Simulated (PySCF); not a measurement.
AlH₇O₂Si₂, SMILES [OH][Al]([SiH2][SiH3])[OH]. Geometry: PBE-D3(BJ)/def2-SVP. The structure was generated by enumeration; whether it is a known compound was not checked. The values are those of a single conformer.

Q: Give the equilibrium geometry at PBE-D3(BJ)/def2-SVP (PySCF confirms it by a frequency run) as a Z-matrix. (An estimate is asked for; the answer gives what the named calculation found.)

A: Several could match; the one computed here: 
```
Si
H 1 1.5083
H 1 1.5084 2 108.14
Si 1 2.3548 2 108.35 3 -117.17
H 4 1.5063 1 112.33 2 58.44
H 4 1.5067 5 108.47 1 -121.47
H 4 1.5068 5 108.45 6 -117.07
Al 1 2.4236 2 111.47 3 122.84
O 8 1.7185 1 117.47 2 -152.82
H 9 0.9692 8 126.76 1 -177.52
O 8 1.7186 9 124.92 10 -0.01
H 11 0.9693 8 126.74 9 -0.06
```
Charge 0, spin multiplicity 1.
